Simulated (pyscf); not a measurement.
Routes from silanone (O=SiH₂) + silanol (HO–SiH₃)

Candidate steps break at most two bonds and form at most two. Each was searched with GFN2-xTB (tblite) first. Single points on ωB97X-D3(BJ)/def2-SVP structures (PySCF, gas phase). MP2 and CC: frozen core, UHF for open shells. ΔMP2 is the change of the MP2 total energy from the triple- to the quadruple-zeta basis. Energies: CCSD(T)/def2-TZVPP + ΔMP2(QZVPP), kcal/mol, from the separated reactants, singlet surface; ΔG‡ with ideal gas, 1 atm, RRHO with modes under 100 cm⁻¹ raised to 100, one conformer, R ln 2 for chiral ones without a mode under 150 cm⁻¹.

```json
[
 {"products": "HO–SiH₂–O–SiH₃", "type": "addition across a multiple bond or ene-type step (H–O broken, H–O, O–Si formed)", "ΔE‡": "-17.7", "ΔE": "-75.8", "ΔG‡ 298 K": "-6.0", "ΔG‡ 900 K": "17.3", "ν‡ (cm⁻¹)": "398i"},
 {"products": "HO–SiH₂–O–SiH₃", "type": "addition across a multiple bond or ene-type step (H–Si broken, O–Si, H–Si formed)", "ΔE‡": "-12.2", "ΔE": "-75.8", "ΔG‡ 298 K": "2.2", "ΔG‡ 900 K": "27.8", "ν‡ (cm⁻¹)": "180i"}
]
```

Row 1: On the reactant side the descent ends in an adduct with a O–Si contact, 22.0 kcal/mol under the separated species and 1.6 kcal/mol under the saddle at ωB97X-D3(BJ)/def2-TZVP. Row 2: On the reactant side the descent ends in a bound adduct, 17.1 kcal/mol under the separated species and 0.2 kcal/mol under the saddle at ωB97X-D3(BJ)/def2-TZVP. 

Plain bond fissions and candidates not yet searched are not listed, and one of them may be faster. Each barrier is that of the saddle found; lower ones may exist. The CCSD(T) − MP2 part came from Ansatz, without density fitting, on the same reference.
